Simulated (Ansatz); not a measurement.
Relaxation of Cu2Sn2⁺ with UKS PBE-D4/def2-SVP.

```sh
$ ansatz run in.yaml --threads 4 --pin off --events-out ev --progress --plain --max-ram 4787MiB
```

```yaml
crystal:
  periodic: [false, false, false]
  atoms:
    - {symbol: Cu, position_ang: [1.776000, -0.510720, -0.315930]}
    - {symbol: Cu, position_ang: [-0.790660, 0.846820, 1.472080]}
    - {symbol: Sn, position_ang: [-0.743740, -1.393110, -0.009570]}
    - {symbol: Sn, position_ang: [-0.241600, 1.057010, -1.146590]}
basis:
  gaussian: {orbitals: def2-SVP}
total_charge: 1
magnetization: {spin_polarized: true, initial_magnetization: 1}
hamiltonian: {xc: pbe, dispersion: d4}
scf: {lower_state_search: "off"}
output: {orbitals: {seedname: orbitals}}
relax: {f_tol: 0.02, max_steps: 100}
```

Hardware: 4 threads of Arm Neoverse V1 on a shared host. Wall time 13 s.

Positions (Å) and forces (eV/Å) at steps 1, 2, 3, 4, 5, 6 of 6:

```xyz
4
step=1 energy=-100914.2353 eV
Cu    1.776   -0.511   -0.316   -0.631    0.171    0.093
Cu   -0.791    0.847    1.472    0.258   -0.296   -0.518
Sn   -0.744   -1.393   -0.010    0.115   -0.290    0.378
Sn   -0.242    1.057   -1.147    0.258    0.415    0.047
4
step=2 energy=-100914.4061 eV
Cu    1.625   -0.437   -0.225   -0.298    0.137    0.163
Cu   -0.655    0.768    1.364    0.250   -0.153   -0.216
Sn   -0.758   -1.498    0.049    0.097    0.364   -0.138
Sn   -0.212    1.167   -1.189   -0.049   -0.348    0.191
4
step=3 energy=-100914.5178 eV
Cu    1.525   -0.351   -0.083    0.146    0.051    0.174
Cu   -0.478    0.708    1.314    0.148    0.049    0.170
Sn   -0.790   -1.480   -0.011   -0.155   -0.087   -0.155
Sn   -0.257    1.123   -1.220   -0.139   -0.013   -0.188
4
step=4 energy=-100914.4900 eV rejected
Cu    1.459   -0.263    0.078    0.616   -0.294   -0.361
Cu   -0.289    0.662    1.297   -0.543    0.319    0.445
Sn   -0.848   -1.483   -0.091   -0.040   -0.026   -0.036
Sn   -0.322    1.084   -1.284   -0.034    0.001   -0.048
4
step=5 energy=-100914.5505 eV
Cu    1.520   -0.310    0.003   -0.016    0.008    0.010
Cu   -0.385    0.697    1.331    0.014   -0.008   -0.012
Sn   -0.828   -1.468   -0.075   -0.011   -0.056    0.027
Sn   -0.306    1.081   -1.259    0.012    0.056   -0.025
4
step=6 energy=-100914.5510 eV
Cu    1.515   -0.308    0.005   -0.002   -0.001   -0.004
Cu   -0.382    0.695    1.327   -0.003   -0.001   -0.003
Sn   -0.829   -1.476   -0.070    0.006    0.015   -0.003
Sn   -0.304    1.089   -1.262    0.000   -0.013    0.010
```

In the def2 sets Sn takes a core potential; there is no spin–orbit coupling. The structure comes from a short search, and lower isomers may exist.
